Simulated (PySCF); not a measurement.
## Computed data sheet: ethylchlorosilane (`CC[SiH2]Cl`)

Species: ethylchlorosilane, C2H7ClSi.
Atom-mapped SMILES: `[CH3:1][CH2:2][SiH2:3][Cl:4]` (hydrogens: H5, H6, H7 on C1; H8, H9 on C2; H10, H11 on Si3)

Among its groups: Si–H bond and C–Si bond.

GFN2-xTB geometry:

```
Point group of the GFN2-xTB geometry                  : Cs
Rotational constants A, B, C of the GFN2-xTB geometry : 14.323, 1.899, 1.747 GHz
```

From B3LYP/def2-SVPD ground state and vertical TDDFT (core frozen in the response) (PySCF):

```
Dipole moment                                                     : 1.80 D
HOMO energy                                                       : -8.21 eV
LUMO energy                                                       : -0.06 eV
HOMO–LUMO gap                                                     : 8.15 eV
Lowest singlet excitation                                         : 7.11 eV (174 nm, f = 0.006)
Strongest line among the 8 lowest singlet transitions             : S5 at 8.26 eV (150 nm, f = 0.079)
Lowest triplet excitation (Tamm–Dancoff)                          : 6.85 eV
Static isotropic polarisability                                   : 65.5 au
Electronic spatial extent ⟨r²⟩ about the centre of nuclear charge : 697 bohr²
```

Monoisotopic mass from the formula: 94.0006 u.

A dipole of 1.80 D is allowed in Cs, and pure rotational transitions are dipole-allowed. The largest Löwdin shares of the HOMO are 0.33 on Cl4, 0.25 on C2, 0.17 on Si3 and 0.08 on C1. The 8 singlets span 7.11 to 8.65 eV, and their oscillator strengths add up to 0.15. The vertical singlet–triplet gap S1 − T1 is 0.26 eV (TDDFT singlet less Tamm–Dancoff triplet; S1: HOMO→LUMO, weight 0.96; T1: HOMO→LUMO, weight 0.94). In atomic units the dipole is 0.71 e·bohr (1 au = 2.5417 D). S1 lies 1.04 eV below the HOMO–LUMO gap; its leading configuration is HOMO→LUMO, weight 0.96. The principal polarisabilities are 56.5, 61.6 and 78.3 au; their mean is the isotropic value. With B = h/(8π²I), that is 505.379 GHz u Å² over I, the principal moments of inertia are 35.3, 266.1 and 289.3 u Å² (most abundant isotopes); the inertial defect Ic − Ia − Ib is -12.1 u Å² (zero for a rigid planar frame, negative otherwise).

The structure is a single GFN2-xTB conformer in the gas phase; no vibrational or solvent corrections.

The values belong to the conformer `[CH3:1][CH2:2][SiH2:3][Cl:4]`: C1–C2–Si3–Cl4 180°.
